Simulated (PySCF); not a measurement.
## Polarisability and C₆ of Cu²⁺ (copper, charge +2)

[Ar] 3d9, 2D determinant. Calculation: PySCF 2.14, in def2-TZVPPD; no relativity, point nucleus. Coupled (time-dependent) response in atomic units; α is the mean over directions.

```tsv
method	mean α (bohr³)	α xx, yy, zz	C₆ (like pair)	S(−4)
UHF	1.915	1.829, 1.829, 2.087	4.251	2.268
PBE	2.444	2.320, 2.320, 2.694	5.192	5.071
PBE0	2.256	2.145, 2.145, 2.479	4.869	3.905
MN15	2.269	2.164, 2.164, 2.481	4.843	3.927
```

S(−4) is the Cauchy moment in α(ω) = α(0) + S(−4) ω² + …

α(iu) at PBE:

| u (hartree) | α(iu) (bohr³) |
| --- | --- |
| 0 | 2.444 |
| 0.0500 | 2.432 |
| 0.100 | 2.395 |
| 0.200 | 2.265 |
| 0.300 | 2.089 |
| 0.500 | 1.733 |
| 0.750 | 1.398 |
| 1.00 | 1.180 |
| 1.50 | 0.9273 |
| 2.00 | 0.7770 |
| 3.00 | 0.5796 |
| 5.00 | 0.3457 |

A single London oscillator, α(iu) = α/(1 + u²/ω²), gives C₆ = (3/4) ω α². Matching the computed C₆ needs ω = 4 × 5.192 / (3 × 2.444²) = 1.16 hartree.

For an ion, C₆ is the dispersion term alone; charge-induced terms of lower order in 1/R come first.

The components differ because the open shell of this determinant is not spherical; for a pure term their mean is the scalar polarisability.
